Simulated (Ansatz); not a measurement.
Two isomers of CH5BO2Si: A = `[SiH3]B1OCO1`, B = `C[SiH]1OB1O`.

Computed with Ansatz on PBE0-D4/def2-TZVP structures; ΔE is electronic, products minus reactants. CCSD(T)/CBS is the MP2 limit (def2-TZVPP, def2-QZVPP) plus CCSD(T) − MP2 in def2-TZVPP, frozen cores. Functionals use def2-TZVPP. B3LYP here is the variant with VWN-RPA as its local correlation; programs differ in this. One conformer a species, not always the lowest.

A:

```xyz
10

Si   -0.296    0.075   -1.901
B     0.019   -0.019    0.088
O    -0.814   -0.405    1.128
C     0.304   -0.081    1.947
O     1.130    0.305    0.854
H    -0.813    1.423   -2.261
H     0.974   -0.156   -2.638
H    -1.296   -0.943   -2.316
H     0.697   -0.952    2.477
H     0.095    0.752    2.623
```

B:

```xyz
10

C     0.346    0.980    1.453
Si    0.368   -0.509    0.342
O    -1.112   -0.779   -0.531
B    -0.146   -0.573   -1.473
O    -0.198   -0.546   -2.813
H    -0.010    1.864    0.922
H     1.354    1.184    1.824
H    -0.298    0.803    2.319
H     0.782   -1.714    1.108
H    -1.087   -0.709   -3.151
```

Problem. Which isomer does CCSD(T)/CBS put lower? Give the gap. (Estimate.)

Solution. Ansatz gave: B, by 37.3 kcal/mol.

Problem. Give E(B) − E(A) in kcal/mol with ωB97M-V, B3LYP-D4, HF/def2-TZVPP, B3LYP, CCSD/def2-TZVPP, B2PLYP, MP2/def2-TZVPP. (An estimate is asked.)

Solution. The calculation gave: ωB97M-V -37.6, B3LYP-D4 -36.8, HF/def2-TZVPP -30.9, B3LYP -36.8, CCSD/def2-TZVPP -35.0, B2PLYP -37.5, MP2/def2-TZVPP -39.3. None reverses the order clearly.

Largest T1 diagnostic: 0.015.

In def2-TZVPP, CCSD(T) changes the Hartree–Fock value by −4.5 kcal/mol (the triples alone add −0.5 kcal/mol) and MP2 by −8.4 kcal/mol.
